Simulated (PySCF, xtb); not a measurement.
ClGeH3O, SMILES [OH][GeH2][Cl].

xtb with GFN2-xTB at its own geometry gives an orbital gap of 7.75 eV and a dipole moment of 1.07 D.

Geometry optimised at PBE0-D3(BJ)/def2-TZVP. Other conformers were not sampled.

Question: What does r2SCAN/def2-TZVPD (PySCF) give? (Estimate from the structure and the level; the computed values follow.)

Answer: gap 7.06 eV (levels -7.80 and -0.74 eV), dipole 1.58 D.
